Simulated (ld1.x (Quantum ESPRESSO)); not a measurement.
# u(r) = r·R(r): atom against pseudo-atom (P)

Columns: radius, all-electron u(r) and pseudo u(r) of the 3p shell (level -6.16 eV) of phosphorus in the configuration [Ne] 3s1 3p4; LDA (PZ), scalar-relativistic, PAW scheme, ld1.x (Quantum ESPRESSO) 7.5.

```json
{"r (bohr)": "0.118", "all-electron": "0.1676", "pseudo": "-0.0097"}
{"r (bohr)": "0.235", "all-electron": "0.2973", "pseudo": "-0.0380"}
{"r (bohr)": "0.353", "all-electron": "0.2912", "pseudo": "-0.0835"}
{"r (bohr)": "0.470", "all-electron": "0.1976", "pseudo": "-0.1425"}
{"r (bohr)": "0.588", "all-electron": "0.0628", "pseudo": "-0.2123"}
{"r (bohr)": "0.705", "all-electron": "-0.0805", "pseudo": "-0.2876"}
{"r (bohr)": "0.822", "all-electron": "-0.2165", "pseudo": "-0.3647"}
{"r (bohr)": "0.940", "all-electron": "-0.3378", "pseudo": "-0.4399"}
{"r (bohr)": "1.058", "all-electron": "-0.4397", "pseudo": "-0.5090"}
{"r (bohr)": "1.175", "all-electron": "-0.5210", "pseudo": "-0.5685"}
{"r (bohr)": "1.292", "all-electron": "-0.5837", "pseudo": "-0.6171"}
{"r (bohr)": "1.410", "all-electron": "-0.6299", "pseudo": "-0.6540"}
{"r (bohr)": "1.528", "all-electron": "-0.6609", "pseudo": "-0.6786"}
{"r (bohr)": "1.645", "all-electron": "-0.6789", "pseudo": "-0.6917"}
{"r (bohr)": "1.763", "all-electron": "-0.6864", "pseudo": "-0.6951"}
{"r (bohr)": "1.880", "all-electron": "-0.6851", "pseudo": "-0.6903"}
{"r (bohr)": "1.998", "all-electron": "-0.6768", "pseudo": "-0.6792"}
{"r (bohr)": "2.115", "all-electron": "-0.6630", "pseudo": "-0.6638"}
{"r (bohr)": "2.232", "all-electron": "-0.6451", "pseudo": "-0.6452"}
{"r (bohr)": "2.350", "all-electron": "-0.6239", "pseudo": "-0.6239"}
{"r (bohr)": "2.468", "all-electron": "-0.6004", "pseudo": "-0.6004"}
{"r (bohr)": "2.585", "all-electron": "-0.5756", "pseudo": "-0.5756"}
{"r (bohr)": "2.702", "all-electron": "-0.5498", "pseudo": "-0.5498"}
{"r (bohr)": "2.820", "all-electron": "-0.5234", "pseudo": "-0.5234"}
{"r (bohr)": "2.938", "all-electron": "-0.4969", "pseudo": "-0.4969"}
{"r (bohr)": "3.055", "all-electron": "-0.4708", "pseudo": "-0.4708"}
```

(1) How many radial nodes do the two functions have?

(2) At about which radius was the pseudo-wave matched?

(3) Is the pseudo-wave norm-conserving?

Results:

(1) The all-electron 3p function has n − l − 1 = 1; the pseudo-wave has 0, since the states of the same l below it are removed with the core.

(2) 2.30 bohr, where the columns begin to agree (steps of 0.12 bohr).

(3) No, it belongs to a PAW set: the norm inside the radius is not constrained, and the difference is carried by the augmentation charge.
